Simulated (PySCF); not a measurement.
ClH6NOSi2, SMILES N[SiH2]O[SiH2]Cl.

Geometry optimised at B3LYP-D3(BJ)/def2-SVP. The structure was generated by enumeration, and PubChem lists no compound with its InChIKey, so it may never have been made. Other conformers were not sampled.

Two levels are set side by side: TDA-PBE/def2-SVPD (PySCF) and TDA-M06-2X/def2-SVPD (PySCF). Vertical, same geometry. The lowest singlet is HOMO→LUMO 98 % with PBE and HOMO→LUMO 74 %, HOMO→LUMO+3 19 % with the other functional; states are paired by order. Differences are taken from unrounded values.

| quantity | TDA-M06-2X |
|---|---|
| lowest singlet excitation (eV) | 7.02 |
| lowest triplet excitation (TDA) (eV) | 6.68 |
| first bright state (f over 0.05) (eV) | 7.02 |
| its oscillator strength | 0.06 |

### Question
What does TDA-PBE give, and how far is it from TDA-M06-2X? (The exact figures need the calculation; the answer reports its results.)

### Answer

```csv
quantity,TDA-PBE,TDA-PBE minus TDA-M06-2X
lowest singlet excitation (eV),5.82,-1.20
lowest triplet excitation (TDA) (eV),5.75,-0.93
first bright state (f over 0.05) (eV),6.11,-0.91
its oscillator strength,0.06,0.00
```

Functionals without exact exchange tend to place singlet excitations lower, as here. Differences between two approximate levels are no errors against the true value.

Rough cost on one machine, each run with all the roots and properties that it gave: TDA-M06-2X against TDA-PBE about 10 times.
